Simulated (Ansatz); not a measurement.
Relaxation of Cl₂F₂Zr (5 atoms, charge 0, multiplicity 1), to a largest force component of 0.02 eV/Å in at most 40 steps.

All numbers below come from Ansatz, RKS PBE0-D4/def2-SVP.

```xyz
5
Properties=species:S:1:pos:R:3:forces:R:3
Zr 0.000 0.000 0.000 0.24 0.00 0.17
F 0.000 0.000 1.980 0.01 0.00 -2.63
F 1.867 0.000 -0.659 -2.48 0.00 0.89
Cl -1.187 2.056 -0.839 1.11 -1.90 0.78
Cl -1.187 -2.056 -0.839 1.11 1.90 0.78
```

Where does it end, and by what steps?

It converged. After 3 steps the energy has fallen by 0.754 eV; Cl4 moved furthest, 0.17 Å.

```json
{"step": "0", "energy less start (eV)": "0.0000", "largest force component (eV/Å)": "2.630", "accepted": "yes"}
{"step": "1", "energy less start (eV)": "-0.7184", "largest force component (eV/Å)": "0.790", "accepted": "yes"}
{"step": "2", "energy less start (eV)": "-0.7536", "largest force component (eV/Å)": "0.078", "accepted": "yes"}
{"step": "3", "energy less start (eV)": "-0.7538", "largest force component (eV/Å)": "0.006", "accepted": "yes"}
```

```xyz
5
Properties=species:S:1:pos:R:3
Zr -0.024 0.000 -0.017
F -0.010 0.000 1.868
F 1.758 0.000 -0.632
Cl -1.115 1.914 -0.789
Cl -1.115 -1.914 -0.789
```

Whether the end is a true minimum wasn't checked by a vibrational analysis.

The run took 14 s on 2 threads of AMD EPYC 7R43 64-Core Processor (Zen 3) (shared host), peak memory 0.22 GiB.
